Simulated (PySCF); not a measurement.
# Unknown compound

Molecular formula: C8H16BP. Simulated spectra:

1H NMR (400 MHz, computed): δ 7.63 (m, 1H), 6.79 (m, 1H), 6.00 (m, 1H), 5.99 (m, 1H), 1.08 (br, 3H), 1.07 (m, 9H).

13C{1H} NMR (computed): δ 134.3 (C), 127.8 (CH2), 121.7 (CH), 118.4 (CH), 36.9 (C), 28.9 (CH3).

One conformer, gas phase, rapidly exchanging positions averaged, non-relativistic. Shielding tensors at KT3/pcSseg-1 (GIAO); PBE0-D3(BJ)/def2-SVP geometry; PySCF.

Referencing at the same level of theory: 1H (σref 31.32) and 13C (σref 182.31) vs TMS.

Task: Deduce the structure.

Result: 
6 carbon signals for 8 carbons: some carbons are equivalent by symmetry or fast rotation. Carbon types of the structure: 2 × C, 2 × CH, 1 × CH2, 3 × CH3, leaving 3 H on heteroatoms. δC 134.3: fully substituted alkene carbon; an sp2 carbon of a C=C bond. δC 127.8: terminal =CH2 carbon; an sp2 carbon of a C=C bond. δC 121.7, 118.4: alkene CH; an sp2 carbon of a C=C bond. δC 36.9: fully substituted sp3 carbon bonded to P. δC 28.9: methyl carbon; a saturated carbon with 1 carbon neighbour and no heteroatom attached. δH 7.63, 6.79: hydrogen on an alkene CH; attached to an sp2 carbon and in the plane of the double bond. δH 6.00, 5.99: hydrogen on a terminal =CH2 carbon; olefinic region.

Structure: SMILES C1(C=C)=C[P@+]1([BH3-])C(C)(C)C.

The data come from this structure; uniqueness wasn't tested.

Hydrogens on boron are broadened and split by 11B (spin 3/2, 80 %) and 10B (spin 3). Splittings by 31P in the carbon and heteronuclear signals aren't shown, as no couplings were computed. Shifts are as computed, not scaled to solution data. Of 1313 compounds with measured shifts, 239 miss one by over three times the rms of a fit or turn the order of signals round; such compounds aren't used in these exercises. No couplings were computed; multiplicities are counted from neighbouring protons, with m where these are inequivalent, close in shift, in a saturated or five-membered ring or joined by F or P, and br s for small geminal =CH2 splittings.
